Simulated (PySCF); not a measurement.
## Continuum solvent and chemical shifts

Molfile (atoms numbered from 1):
```
C4H8F2Si
     RDKit          3D

 15 15  0  0  0  0  0  0  0  0999 V2000
   -1.2191   -1.8193    0.6777 F   0  0  0  0  0  0  0  0  0  0  0  0
   -0.6461   -0.5689    0.7217 C   0  0  2  0  0  0  0  0  0  0  0  0
   -1.6004    0.5016    0.2000 C   0  0  0  0  0  0  0  0  0  0  0  0
   -0.4547    1.9247   -0.3165 Si  0  0  0  0  0  4  0  0  0  0  0  0
    1.1550    0.8790   -0.1435 C   0  0  1  0  0  0  0  0  0  0  0  0
    1.7273    1.1684    1.0938 F   0  0  0  0  0  0  0  0  0  0  0  0
    0.6280   -0.5446   -0.1180 C   0  0  0  0  0  0  0  0  0  0  0  0
   -0.3842   -0.3620    1.7743 H   0  0  0  0  0  0  0  0  0  0  0  0
   -2.3823    0.7633    0.9268 H   0  0  0  0  0  0  0  0  0  0  0  0
   -2.1018    0.1010   -0.6970 H   0  0  0  0  0  0  0  0  0  0  0  0
   -0.7132    2.3890   -1.7129 H   0  0  0  0  0  0  0  0  0  0  0  0
   -0.4482    3.0929    0.6091 H   0  0  0  0  0  0  0  0  0  0  0  0
    1.9266    1.0207   -0.9165 H   0  0  0  0  0  0  0  0  0  0  0  0
    1.3845   -1.2477    0.2642 H   0  0  0  0  0  0  0  0  0  0  0  0
    0.3697   -0.8563   -1.1459 H   0  0  0  0  0  0  0  0  0  0  0  0
  1  2  1  0
  2  3  1  0
  3  4  1  0
  4  5  1  0
  5  6  1  0
  5  7  1  0
  7  2  1  0
  2  8  1  1
  3  9  1  0
  3 10  1  0
  4 11  1  0
  4 12  1  0
  5 13  1  6
  7 14  1  0
  7 15  1  0
M  END
```

GIAO PBE0/pcSseg-1 in PySCF 2.14 on one PBE0-D3(BJ)/def2-SVP conformer, non-relativistic, equivalent nuclei averaged. Solvents enter as an IEF-PCM continuum (chloroform with ε = 4.7, water with ε = 78.4) around the gas-phase geometry. Shifts are referred to CFCl3, TMS computed in the same medium.

Gas phase, δ in ppm: F1 -198.8, F6 -232.9, C2 93.6, C5 86.1, C7 45.0, C3 14.9, Si4 -25.7, H8 5.07, H13 4.87, H11 4.37, H12 4.33, H14 2.64, H9 1.60, H15 1.31. Dipole moment 1.77 D.

Task: How does each δ change in the continuum?

Result: 
```json
{"atoms": "F1", "environment": "fluorine on an sp3 carbon", "Δδ, chloroform": "-3.5", "Δδ, water": "-4.6"}
{"atoms": "F6", "environment": "fluorine on an sp3 carbon", "Δδ, chloroform": "-3.3", "Δδ, water": "-4.4"}
{"atoms": "C2", "environment": "sp3 CH bonded to F", "Δδ, chloroform": "+1.6", "Δδ, water": "+2.3"}
{"atoms": "C5", "environment": "sp3 CH bonded to F and Si", "Δδ, chloroform": "+1.8", "Δδ, water": "+2.6"}
{"atoms": "C7", "environment": "sp3 CH2 in a ring", "Δδ, chloroform": "+0.2", "Δδ, water": "+0.4"}
{"atoms": "C3", "environment": "sp3 CH2 bonded to Si", "Δδ, chloroform": "+0.5", "Δδ, water": "+0.8"}
{"atoms": "Si4", "environment": "silicon bonded to 2 C, 2 H, in a 5-membered ring", "Δδ, chloroform": "+0.8", "Δδ, water": "+1.1"}
{"atoms": "H8", "environment": "hydrogen on an sp3 CH bonded to F", "Δδ, chloroform": "+0.07", "Δδ, water": "+0.09"}
{"atoms": "H13", "environment": "hydrogen on an sp3 CH bonded to F and Si", "Δδ, chloroform": "+0.21", "Δδ, water": "+0.30"}
{"atoms": "H11", "environment": "hydrogen on a silicon bonded to 2 C, in a 5-membered ring", "Δδ, chloroform": "+0.01", "Δδ, water": "+0.01"}
{"atoms": "H12", "environment": "hydrogen on a silicon bonded to 2 C, in a 5-membered ring", "Δδ, chloroform": "-0.06", "Δδ, water": "-0.10"}
{"atoms": "H14", "environment": "hydrogen on an sp3 CH2 in a ring", "Δδ, chloroform": "+0.01", "Δδ, water": "-0.01"}
{"atoms": "H9", "environment": "hydrogen on an sp3 CH2 bonded to Si", "Δδ, chloroform": "+0.10", "Δδ, water": "+0.12"}
{"atoms": "H15", "environment": "hydrogen on an sp3 CH2 in a ring", "Δδ, chloroform": "+0.19", "Δδ, water": "+0.30"}
```

Changes are relative to the gas phase. The dipole moment becomes 2.10 D in chloroform, 2.26 D in water.

Task: Which nuclei move most (in ppm), and what does the model miss?

Result: F1 (fluorine on an sp3 carbon, -4.6 ppm) in water. A continuum only polarises the solute; specific hydrogen bonds, the anisotropy of aromatic solvents and changes of geometry or conformer are outside it.
